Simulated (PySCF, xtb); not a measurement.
GeSe, SMILES [Ge]=[Se] (connectivity only; charge and spin as stated), neutral, multiplicity 1.

Harmonic wavenumbers (cm⁻¹) from GFN2-xTB (xtb) at its own minimum, in rising order: 415.

### Question
What does PySCF 2.14.0 with PBE-D3(BJ)/def2-TZVP give at its own minimum? (The exact figures need the calculation; the answer reports its results.)

### Answer
395. Paired by order, the mean absolute difference is 20 cm⁻¹ and the zero-point energies are 0.6 and 0.6 kcal/mol.
